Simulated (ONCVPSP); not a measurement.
## An all-electron radial function and its pseudo partner (B)

Columns: radius, all-electron u(r) and pseudo u(r) of the 2s shell (level -14.18 eV) of boron in the configuration [He] 2s2 2p0.5; PW91, scalar-relativistic, ONCV scheme, ONCVPSP 4.0.1.

| r (bohr) | all-electron | pseudo |
| --- | --- | --- |
| 0.158 | -0.3201 | 0.0653 |
| 0.315 | -0.2083 | 0.1412 |
| 0.473 | 0.0202 | 0.2365 |
| 0.630 | 0.2476 | 0.3484 |
| 0.788 | 0.4373 | 0.4670 |
| 0.945 | 0.5792 | 0.5778 |
| 1.102 | 0.6759 | 0.6693 |
| 1.260 | 0.7328 | 0.7303 |
| 1.418 | 0.7566 | 0.7564 |
| 1.575 | 0.7549 | 0.7549 |
| 1.732 | 0.7346 | 0.7346 |
| 1.890 | 0.7012 | 0.7012 |
| 2.047 | 0.6594 | 0.6594 |
| 2.205 | 0.6124 | 0.6124 |
| 2.362 | 0.5633 | 0.5633 |
| 2.520 | 0.5137 | 0.5137 |
| 2.678 | 0.4652 | 0.4652 |
| 2.835 | 0.4191 | 0.4191 |
| 2.992 | 0.3758 | 0.3758 |
| 3.150 | 0.3355 | 0.3355 |
| 3.308 | 0.2985 | 0.2985 |
| 3.465 | 0.2651 | 0.2651 |
| 3.622 | 0.2349 | 0.2349 |
| 3.780 | 0.2077 | 0.2077 |
| 3.938 | 0.1834 | 0.1834 |
| 4.095 | 0.1618 | 0.1618 |

Task: How many radial nodes do the two functions have?

Result: The all-electron 2s function has n − l − 1 = 1; the pseudo-wave has 0, since the states of the same l below it are removed with the core.

Task: At about which radius was the pseudo-wave matched?

Result: 1.55 bohr, where the columns begin to agree (steps of 0.16 bohr).

Task: Where does each function peak?

Result: Outermost all-electron maximum near 1.42 bohr, pseudo maximum near 1.42 bohr (to the table’s step).

Task: Is the pseudo-wave norm-conserving?

Result: Yes: the ONCV scheme keeps the norm inside the radius equal to the all-electron one, which fixes the energy derivative of the logarithmic derivative at the level.
